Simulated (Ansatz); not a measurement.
`[SiH3]O[SiH3]` + `FC1NCO1` → `FC1OCN1[SiH3]` + `O[SiH3]`  (ligand exchange at the Si–O bond)

Computed with Ansatz on PBE0-D4/def2-TZVP structures; ΔE is electronic, products minus reactants. CBS: MP2 limit from def2 TZ/QZ plus the TZ coupled-cluster correction, frozen cores. Functionals use def2-TZVPP.

`[SiH3]O[SiH3]`:

```xyz
9

Si   -1.000    1.161    0.340
O     0.333    0.218    0.291
Si    1.051   -1.127   -0.295
H    -1.324    1.661   -1.022
H    -0.725    2.307    1.239
H    -2.158    0.386    0.858
H     2.422   -1.202    0.263
H     1.119   -1.067   -1.779
H     0.283   -2.335    0.105
```

`FC1NCO1`:

Z-matrix (Å, degrees):
```
C
N 1 1.434
F 1 1.358 2 113.8
O 1 1.399 2 93.1 3 -115.3
H 1 1.097 2 118.2 3 125.2
C 2 1.462 1 86.5 3 121.8
H 2 1.010 1 115.7 3 -120.2
H 6 1.096 2 115.4 1 108.3
H 6 1.094 2 114.9 1 -121.5
```

`FC1OCN1[SiH3]`:

```xyz
12

F    -1.950   -0.860   -0.391
C    -1.188    0.247   -0.682
O    -1.514    1.326    0.139
C    -0.217    1.240    0.739
N     0.146    0.179   -0.186
Si    1.247   -1.149   -0.080
H    -1.336    0.429   -1.752
H     0.349    2.167    0.612
H    -0.266    0.960    1.799
H     0.925   -2.116    1.004
H     1.210   -1.841   -1.391
H     2.593   -0.582    0.189
```

`O[SiH3]`:

```xyz
6

O    -0.983   -0.738   -0.364
Si    0.205    0.337    0.021
H    -0.896   -1.635   -0.041
H     0.333    0.512    1.494
H    -0.189    1.620   -0.605
H     1.530   -0.096   -0.504
```

| level | ΔE (kJ/mol) | difference from CCSD(T)/CBS |
| --- | --- | --- |
| r2SCAN-D4 | 54.5 | -0.9 |
| PBE0-D4 | 51.6 | -3.8 |
| ωB97X-V | 55.3 | -0.1 |
| PBE | 49.6 | -5.8 |
| r2SCAN | 55.3 | -0.1 |
| CCSD/def2-TZVPP | 58.4 | 3.0 |
| CCSD(T)/def2-TZVPP | 55.7 | 0.3 |
| HF/def2-QZVPP | 72.8 | 17.4 |
| MP2/def2-QZVPP | 54.1 | -1.3 |
| MP2/CBS(def2) | 53.5 | -1.9 |
| CCSD(T)/CBS | 55.4 | 0 |

Largest T1 diagnostic among the species: 0.012.

The D4 term adds −3.8 kJ/mol with B3LYP and −2.2 kJ/mol with PBE0; it sums over pairs of atoms, weighted by their polarisabilities, and B3LYP, whose exchange is more repulsive, gets the larger term. In def2-TZVPP, CCSD(T) changes the Hartree–Fock value by −15.8 kJ/mol (the triples alone add −2.7 kJ/mol) and MP2 by −17.7 kJ/mol.

B3LYP here is the variant with VWN-RPA as its local correlation; programs differ in this.
